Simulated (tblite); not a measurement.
A geometry optimisation, step by step.

Species: C₃H₇BrSi₂.
Atom-mapped SMILES: `[Br:1][SiH2:2][Si@H:3]1[CH:4]=[CH:5][CH2:6]1` (hydrogens: H7, H8 on Si2; H9 on Si3; H10 on C4; H11 on C5; H12, H13 on C6)

Computed with GFN2-xTB (tblite), gas phase: L-BFGS steps from a force-field or distance-geometry start until the largest atomic force falls under 0.01 eV/Å. 14 of its 127 geometries are shown.

Step 0: E = -475.6922 eV, largest atomic force 4.928 eV/Å
```
atom  x, y, z in Å  |  force x, y, z in eV/Å
Br1     2.365    2.119   -1.469    0.100  -0.465   0.147
Si2     2.065    0.110   -0.505    1.188  -0.109  -0.376
Si3     0.244    0.259    0.752    1.751   1.718   1.585
C4     -1.132    0.880   -0.272   -0.030   3.755  -1.257
C5     -1.839   -0.207   -0.193   -2.800  -0.683  -1.466
C6     -0.997   -1.055    0.623   -1.569  -4.383   1.615
H7      3.248   -0.213    0.309    0.012   0.222  -0.288
H8      1.978   -0.880   -1.568    0.125   0.087  -0.247
H9      0.428    0.912    2.056   -0.044  -0.083   0.077
H10    -1.305    1.843   -0.762   -0.322  -0.471   0.003
H11    -2.842   -0.437   -0.659    1.216   0.105   0.596
H12    -1.546   -1.343    1.580    0.810  -0.083  -1.037
H13    -0.671   -1.987    0.089   -0.438   0.390   0.650
```

Step 10: E = -476.2882 eV, largest atomic force 0.228 eV/Å
```
atom  x, y, z in Å  |  force x, y, z in eV/Å
Br1     2.441    2.042   -1.471    0.078  -0.102   0.032
Si2     2.111    0.056   -0.481    0.164   0.116  -0.107
Si3     0.236    0.337    0.802   -0.051  -0.097  -0.069
C4     -1.186    0.969   -0.262   -0.067   0.071  -0.010
C5     -1.859   -0.181   -0.203   -0.057  -0.062  -0.058
C6     -1.036   -1.103    0.654   -0.163  -0.043  -0.045
H7      3.361   -0.168    0.241    0.029  -0.009  -0.065
H8      2.039   -0.845   -1.630    0.039   0.002   0.050
H9      0.427    0.916    2.130    0.008   0.035   0.120
H10    -1.442    1.858   -0.815   -0.066   0.014   0.058
H11    -2.795   -0.440   -0.678    0.029  -0.036   0.016
H12    -1.550   -1.419    1.556   -0.049   0.086   0.161
H13    -0.751   -2.020    0.139    0.105   0.025  -0.081
```

Step 19: E = -476.3083 eV, largest atomic force 0.105 eV/Å
```
atom  x, y, z in Å  |  force x, y, z in eV/Å
Br1     2.523    2.039   -1.486    0.020  -0.093   0.045
Si2     2.140    0.072   -0.478   -0.009   0.069  -0.040
Si3     0.223    0.336    0.788    0.050   0.041  -0.082
C4     -1.226    0.971   -0.249   -0.017   0.046  -0.021
C5     -1.884   -0.190   -0.211    0.005  -0.009  -0.005
C6     -1.057   -1.100    0.651    0.015  -0.060  -0.004
H7      3.409   -0.173    0.205   -0.035   0.009   0.025
H8      2.073   -0.848   -1.613   -0.007   0.022   0.025
H9      0.421    0.897    2.131    0.005   0.003   0.007
H10    -1.503    1.869   -0.777   -0.035   0.004   0.012
H11    -2.811   -0.467   -0.693    0.024   0.019   0.040
H12    -1.563   -1.391    1.569   -0.003   0.004   0.016
H13    -0.748   -2.013    0.145   -0.014  -0.054  -0.018
```

Step 29: E = -476.3152 eV, largest atomic force 0.074 eV/Å
```
atom  x, y, z in Å  |  force x, y, z in eV/Å
Br1     2.602    2.029   -1.492    0.007  -0.027   0.011
Si2     2.150    0.086   -0.483   -0.008   0.010  -0.016
Si3     0.223    0.344    0.754    0.052   0.043  -0.011
C4     -1.251    0.976   -0.248   -0.017  -0.008   0.011
C5     -1.889   -0.196   -0.212   -0.034   0.000   0.014
C6     -1.046   -1.105    0.632    0.032  -0.005   0.039
H7      3.395   -0.172    0.235   -0.010  -0.012   0.026
H8      2.079   -0.848   -1.605    0.021   0.005  -0.020
H9      0.425    0.886    2.106    0.000   0.010  -0.002
H10    -1.569    1.877   -0.745    0.012   0.022  -0.012
H11    -2.824   -0.474   -0.669   -0.065  -0.015  -0.032
H12    -1.538   -1.368    1.566   -0.006  -0.035   0.022
H13    -0.761   -2.036    0.143    0.016   0.011  -0.030
```

Step 39: E = -476.3211 eV, largest atomic force 0.065 eV/Å
```
atom  x, y, z in Å  |  force x, y, z in eV/Å
Br1     2.702    2.006   -1.494    0.000   0.017   0.014
Si2     2.153    0.086   -0.496    0.016  -0.011   0.002
Si3     0.212    0.368    0.715    0.043   0.002   0.029
C4     -1.296    0.982   -0.241    0.021  -0.017  -0.003
C5     -1.920   -0.198   -0.187    0.000   0.000   0.003
C6     -1.038   -1.101    0.625    0.048   0.016   0.007
H7      3.348   -0.193    0.300   -0.015  -0.017  -0.029
H8      2.122   -0.839   -1.627    0.011  -0.007   0.022
H9      0.434    0.903    2.066   -0.004   0.026   0.008
H10    -1.626    1.883   -0.729   -0.029   0.001  -0.019
H11    -2.860   -0.489   -0.629   -0.064  -0.006   0.011
H12    -1.489   -1.393    1.572   -0.024  -0.001  -0.022
H13    -0.747   -2.015    0.108   -0.002  -0.005  -0.022
```

Step 48: E = -476.3238 eV, largest atomic force 0.050 eV/Å
```
atom  x, y, z in Å  |  force x, y, z in eV/Å
Br1     2.747    2.005   -1.478   -0.003   0.000   0.017
Si2     2.157    0.086   -0.500    0.030  -0.036   0.017
Si3     0.210    0.384    0.701    0.020  -0.029  -0.004
C4     -1.312    0.981   -0.246    0.001  -0.005   0.003
C5     -1.933   -0.199   -0.174   -0.007   0.005   0.011
C6     -1.028   -1.099    0.617    0.024   0.020   0.006
H7      3.333   -0.222    0.314   -0.007   0.008  -0.021
H8      2.149   -0.844   -1.629   -0.020   0.022   0.016
H9      0.432    0.935    2.048   -0.020   0.004  -0.027
H10    -1.663    1.876   -0.731   -0.004   0.024  -0.013
H11    -2.889   -0.489   -0.581   -0.033  -0.009  -0.013
H12    -1.473   -1.411    1.560    0.018  -0.007   0.002
H13    -0.734   -2.001    0.080    0.000   0.004   0.005
```

Step 58: E = -476.3258 eV, largest atomic force 0.018 eV/Å
```
atom  x, y, z in Å  |  force x, y, z in eV/Å
Br1     2.784    2.003   -1.439    0.007   0.009   0.002
Si2     2.172    0.076   -0.492    0.003  -0.006  -0.002
Si3     0.209    0.392    0.674    0.004   0.003   0.001
C4     -1.328    0.978   -0.259    0.000   0.002   0.018
C5     -1.950   -0.199   -0.155    0.006  -0.003  -0.010
C6     -1.020   -1.096    0.609    0.004   0.003   0.004
H7      3.342   -0.251    0.320   -0.006  -0.004  -0.004
H8      2.150   -0.840   -1.631   -0.002   0.009  -0.003
H9      0.410    0.971    2.013   -0.005  -0.005  -0.006
H10    -1.690    1.873   -0.737    0.004  -0.009  -0.011
H11    -2.919   -0.491   -0.532   -0.010   0.001   0.000
H12    -1.436   -1.428    1.558   -0.006   0.002   0.006
H13    -0.728   -1.987    0.053    0.000  -0.002   0.005
```

Step 68: E = -476.3266 eV, largest atomic force 0.060 eV/Å
```
atom  x, y, z in Å  |  force x, y, z in eV/Å
Br1     2.823    2.019   -1.403    0.004   0.007   0.009
Si2     2.176    0.082   -0.499   -0.005  -0.036   0.002
Si3     0.209    0.392    0.664    0.008   0.010  -0.004
C4     -1.331    0.971   -0.268    0.007  -0.008  -0.013
C5     -1.956   -0.203   -0.144    0.019  -0.017  -0.054
C6     -1.020   -1.096    0.617   -0.002   0.012   0.013
H7      3.338   -0.285    0.311   -0.014   0.008  -0.010
H8      2.144   -0.809   -1.657   -0.001   0.019   0.005
H9      0.392    0.980    2.001    0.016   0.001   0.000
H10    -1.693    1.856   -0.764   -0.001   0.011   0.015
H11    -2.928   -0.494   -0.511   -0.019  -0.012   0.008
H12    -1.428   -1.421    1.571   -0.003  -0.013   0.019
H13    -0.732   -1.991    0.063   -0.008   0.019   0.009
```

Step 78: E = -476.3295 eV, largest atomic force 0.060 eV/Å
```
atom  x, y, z in Å  |  force x, y, z in eV/Å
Br1     2.989    2.063   -1.197   -0.014   0.032   0.010
Si2     2.180    0.092   -0.529    0.000  -0.052  -0.029
Si3     0.204    0.405    0.618    0.024   0.004  -0.018
C4     -1.346    0.929   -0.331    0.008   0.013   0.016
C5     -1.974   -0.231   -0.122    0.004   0.000  -0.006
C6     -1.020   -1.087    0.656   -0.007  -0.006   0.009
H7      3.295   -0.428    0.262   -0.021  -0.022  -0.015
H8      2.122   -0.654   -1.786    0.007   0.014   0.044
H9      0.371    1.034    1.937    0.017   0.027   0.000
H10    -1.711    1.792   -0.861   -0.032  -0.007   0.009
H11    -2.966   -0.535   -0.421    0.003   0.008  -0.052
H12    -1.411   -1.379    1.628    0.013  -0.012   0.025
H13    -0.738   -2.000    0.130   -0.003   0.002   0.007
```

Step 87: E = -476.3358 eV, largest atomic force 0.053 eV/Å
```
atom  x, y, z in Å  |  force x, y, z in eV/Å
Br1     3.057    2.101   -0.959   -0.014  -0.047  -0.003
Si2     2.168    0.087   -0.561    0.036  -0.024  -0.027
Si3     0.201    0.413    0.594   -0.003   0.007  -0.002
C4     -1.356    0.898   -0.365   -0.004  -0.006   0.006
C5     -1.974   -0.261   -0.123    0.015   0.013  -0.017
C6     -1.024   -1.076    0.704    0.011   0.011  -0.001
H7      3.247   -0.578    0.171   -0.042   0.007  -0.032
H8      2.097   -0.508   -1.896    0.015   0.034   0.032
H9      0.426    1.110    1.870   -0.045   0.008   0.020
H10    -1.731    1.734   -0.932    0.003  -0.008   0.018
H11    -2.953   -0.588   -0.440    0.000   0.000  -0.004
H12    -1.418   -1.314    1.690    0.013   0.007   0.003
H13    -0.745   -2.017    0.230    0.015  -0.002   0.007
```

Step 97: E = -476.3424 eV, largest atomic force 0.052 eV/Å
```
atom  x, y, z in Å  |  force x, y, z in eV/Å
Br1     3.264    2.035   -0.583    0.022  -0.011   0.003
Si2     2.161    0.091   -0.619    0.001   0.002   0.003
Si3     0.192    0.449    0.526   -0.010   0.009   0.012
C4     -1.389    0.840   -0.435   -0.008  -0.004  -0.002
C5     -1.982   -0.307   -0.098    0.005  -0.004   0.002
C6     -1.003   -1.048    0.763   -0.003   0.001  -0.014
H7      3.120   -0.827   -0.001   -0.032   0.023  -0.034
H8      2.114   -0.202   -2.050   -0.019  -0.014   0.036
H9      0.377    1.235    1.757    0.004   0.010   0.010
H10    -1.796    1.634   -1.040    0.010  -0.013  -0.002
H11    -2.965   -0.669   -0.363   -0.002   0.007  -0.016
H12    -1.377   -1.216    1.772    0.019  -0.008  -0.002
H13    -0.719   -2.017    0.354    0.013   0.001   0.004
```

Step 107: E = -476.3472 eV, largest atomic force 0.073 eV/Å
```
atom  x, y, z in Å  |  force x, y, z in eV/Å
Br1     3.427    1.916   -0.342   -0.014  -0.028  -0.029
Si2     2.132    0.118   -0.651    0.037  -0.021  -0.019
Si3     0.175    0.497    0.505    0.002   0.008   0.009
C4     -1.414    0.808   -0.470   -0.001  -0.010   0.004
C5     -1.978   -0.340   -0.088    0.013   0.009  -0.002
C6     -0.978   -1.024    0.797    0.009   0.013   0.002
H7      2.985   -0.960   -0.153   -0.004  -0.007   0.010
H8      2.095   -0.013   -2.108   -0.024   0.045   0.052
H9      0.344    1.331    1.707    0.002  -0.001  -0.013
H10    -1.837    1.565   -1.109   -0.009   0.001   0.002
H11    -2.953   -0.732   -0.342    0.011  -0.020   0.001
H12    -1.336   -1.167    1.814   -0.028  -0.004  -0.008
H13    -0.667   -1.999    0.422    0.006   0.016  -0.009
```

Step 116: E = -476.3521 eV, largest atomic force 0.021 eV/Å
```
atom  x, y, z in Å  |  force x, y, z in eV/Å
Br1     3.548    1.757   -0.167    0.010  -0.003  -0.009
Si2     2.099    0.130   -0.664    0.008   0.012   0.012
Si3     0.162    0.548    0.510   -0.005  -0.010   0.015
C4     -1.422    0.786   -0.493    0.003  -0.018   0.011
C5     -1.952   -0.372   -0.097    0.012  -0.010   0.003
C6     -0.951   -0.995    0.831    0.007  -0.001  -0.004
H7      2.848   -1.074   -0.309   -0.003   0.001  -0.005
H8      2.037    0.199   -2.122   -0.001   0.001  -0.003
H9      0.319    1.414    1.688    0.002   0.016  -0.008
H10    -1.861    1.508   -1.162   -0.002   0.019  -0.005
H11    -2.900   -0.813   -0.365   -0.017  -0.001  -0.008
H12    -1.333   -1.121    1.842   -0.007  -0.005  -0.007
H13    -0.599   -1.969    0.490   -0.007  -0.001   0.008
```

Step 126: E = -476.3528 eV, largest atomic force 0.008 eV/Å
```
atom  x, y, z in Å  |  force x, y, z in eV/Å
Br1     3.591    1.706   -0.134    0.000   0.001   0.001
Si2     2.089    0.140   -0.666    0.002   0.002  -0.005
Si3     0.157    0.560    0.521    0.000   0.001  -0.002
C4     -1.422    0.780   -0.494    0.003  -0.002  -0.001
C5     -1.942   -0.384   -0.103   -0.001  -0.005   0.003
C6     -0.946   -0.992    0.840    0.002   0.002   0.001
H7      2.806   -1.096   -0.358   -0.002   0.000   0.000
H8      2.020    0.259   -2.120   -0.002   0.000   0.006
H9      0.308    1.446    1.685    0.002  -0.002  -0.004
H10    -1.862    1.497   -1.167    0.003   0.002   0.001
H11    -2.882   -0.837   -0.383   -0.001   0.000   0.001
H12    -1.340   -1.111    1.848   -0.001  -0.003  -0.005
H13    -0.582   -1.966    0.514   -0.005   0.004   0.004
```

Task: Summarise the path.

Result: The energy falls by 0.6605 eV from step 0 to step 126; nine tenths of that is first reached at step 10. It rises by more than 0.2 meV at step 113. The largest force goes from 4.928 to 0.008 eV/Å. Among the bonds Si3–C6 changes most, from 1.812 to 1.931 Å; the atoms move by 0.810 Å rms after alignment.

What follows is the cost of the whole relaxation. Hardware: one thread of an Arm Neoverse N1, no GPU, shared host with 64 logical CPUs at a one-minute load of 56. Cost: 1.5 s of wall time.
